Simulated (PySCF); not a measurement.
## Correlation energy of F⁺ (fluorine, charge +1)

[He] 2s2 2p4, high-spin 3P determinant. Computed with PySCF 2.14 in x2c-TZVPPall, with the spin-free X2C one-electron Hamiltonian (Gaussian nucleus). Frozen: 1s2; 6 electrons correlated.

MP2 pair energies summed by pair of shells (mhartree):

```csv
pair,energy,share (%)
2p-2p,-66.48,47.2
2s-2p,-64.69,45.9
2s-2s,-9.71,6.9
```

Total MP2 correlation energy: -140.88 mhartree.

Same-spin part -34.11 and opposite-spin part -106.77 mhartree; SCS-MP2 scales them by 1/3 and 6/5 to -139.50 mhartree.
